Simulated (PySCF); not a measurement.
# H₃VO: from structure and modes to constants

Method: PBE0 in PySCF with V def2-TZVP, O def2-TZVP, H def2-TZVP; no relativity; density-fitted integrals.

The singlet minimum has C3v symmetry. Masses (u): V 50.94396, O 15.99492, H 1.00782.

```xyz
5
charge 0 multiplicity 1, angstrom
V     0.0000    0.2738    0.1937
O     0.0000   -0.9791   -0.6928
H     1.3748    0.1085    1.0491
H    -1.3748    0.1085    1.0491
H     0.0000    1.4838   -0.8948
```

Harmonic wavenumbers (cm⁻¹): 593.9 (e, ×2), 659.2 (a1, ×1), 674.9 (e, ×2), 1182.1 (a1, ×1), 1866.7 (e, ×2), 1881.5 (a1, ×1).

Find the principal moments of inertia and the rotational constants. What kind of rotor is it?

About the centre of mass I = 7.6198, 34.009, 34.009 u Å². With B = 16.8576/I this gives 2.212, 0.4957, 0.4957 cm⁻¹. The molecule is a prolate symmetric top.

What is the harmonic zero-point energy?

Half the sum of all 9 wavenumbers, 9994/2 = 4997 cm⁻¹, which is 59.8 kJ/mol (1 cm⁻¹ = 0.0119627 kJ/mol).

Find the vibrational entropy and heat capacity at 298.15 K.

With u = 1.43878 ω/T, each mode gives S = R[u/(eᵘ−1) − ln(1−e⁻ᵘ)] and C = R u² eᵘ/(eᵘ−1)².
```csv
ω (cm⁻¹),u,S (J/(mol K)),C (J/(mol K))
593.9 (×2),2.866,1.93,4.37
659.2,3.181,1.50,3.80
674.9 (×2),3.257,1.41,3.67
1182.1,5.704,0.19,0.91
1866.7 (×2),9.008,0.01,0.08
1881.5,9.080,0.01,0.08
```
The sums over all modes are S = 8.4 and C = 21.0 J/(mol K); the softest mode gives 23 % of the entropy (each member, where degenerate).

Give the standard entropy (298.15 K, 1 bar) by its translational, rotational, vibrational and spin parts, and Cp.

Sackur–Tetrode with M = 69.96 u gives 161.8; rotation with symmetry number 3 gives 77.2; vibration 8.4; spin R ln 1 = 0.0. The total is 247.4 J/(mol K), and Cp = 4 R + 21.0 = 54.3 J/(mol K).

Stability towards spin polarisation was not tested. Other isomers or separated fragments may lie lower.
